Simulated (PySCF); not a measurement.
NMR data simulated for an unnamed compound:

¹H NMR (500 MHz, computed): δ 5.02 (m, 1H), 3.87 (s, 3H), 2.30 (m, 2H), 1.64 (m, 2H), 1.33 (m, 3H).

¹³C{¹H} NMR (computed): δ 89.9 (C), 54.1 (CH3), 37.2 (CH2), 33.4 (CH3).

Computational details: shielding tensors at PBE0/pcSseg-1 (GIAO), geometry from GFN2-xTB, in PySCF (no solvent, a single conformation, no relativistic terms, averaged over atoms made equivalent by symmetry, fast rotation or ring inversion).

δ = σ(ref) − σ, references computed at the same level: TMS for ¹H (σ = 31.72 ppm), ¹³C (σ = 186.93 ppm).

Question: Which of these does the molecule contain: a CH3CH2 unit, a C≡C triple bond, a nitrile, a Si–H bond?

Answer: 
- A CH3CH2 unit: no.
- A C≡C triple bond: no.
- A nitrile: no.
- A Si–H bond: yes (δH 5.02 (m)).

The data belong to SMILES O(C)[Si@H]1C[C@@](C)(F)C1, C5H11FOSi; they needn't prove each group on their own.

Carbon signals by region: 2 at 50–100 ppm, 2 below 50 ppm.

Splittings by ¹⁹F in the carbon and heteronuclear signals aren't shown, as no couplings were computed. Shifts are as computed. Against solution values, carbons near 30 ppm lie about +3 ppm off and those near 130 ppm about +5 ppm. Of 1211 compounds with measured shifts, 218 miss one by over three times the rms of a fit or turn the order of signals round; such compounds aren't used in these exercises. Multiplicities follow the n + 1 count of equivalent neighbours, as no J values were calculated; m marks all less simple cases, F and P coupling included.
